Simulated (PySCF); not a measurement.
1,3-oxasiletane-2,4-dione (C2H2O3Si), SMILES O=C1[SiH2]C(O1)=O. Atoms are numbered in the order given.

```xyz
8

O      2.2505     0.0000     0.6556
C      1.1211     0.0000     0.2674
O      0.0000     0.0000     1.1510
C     -1.1211     0.0000     0.2674
O     -2.2505     0.0000     0.6556
Si     0.0000     0.0000    -1.3275
H      0.0000    -1.2449    -2.1608
H      0.0000     1.2449    -2.1608
```
Charge 0, spin multiplicity 1.

The structure is a stationary point at PBE-D3(BJ)/def2-SVP.

Method: PBE-D3(BJ)/def2-SVP run with PySCF 2.14.0.

Frequencies are harmonic and unscaled.

Task: Give all harmonic wavenumbers and intensities. (Estimate from the structure and the level; the computed values follow.)

Result: 
```
mode  ν (cm⁻¹)  IR (km/mol)  moving atoms (share of kinetic energy)
----  --------  -----------  --------------------------------------
1          127          1.0                                  O 97 %
2          312         19.3                  H 65 %, C 19 %, O 13 %
3          328          5.3                         O 75 %, Si 23 %
4          372          0.9         O 41 %, Si 34 %, H 14 %, C 11 %
5          385          0.0                  H 52 %, C 35 %, O 13 %
6          524          1.1                 O 48 %, C 30 %, Si 22 %
7          583          6.2                          H 49 %, C 39 %
8          617          0.0                 O 52 %, C 24 %, Si 20 %
9          649          6.1         C 56 %, H 22 %, O 11 %, Si 11 %
10         664          0.0                          C 49 %, H 46 %
11         759         17.8                          O 74 %, C 20 %
12         788        313.2          C 37 %, H 30 %, O 24 %, Si 9 %
13         882         85.9                                  H 93 %
14        1076        137.7                          C 58 %, O 42 %
15        1840        546.9                          C 59 %, O 41 %
16        1920         82.0                          C 64 %, O 36 %
17        2187         27.8                                  H 97 %
18        2212         51.4                                  H 95 %
```
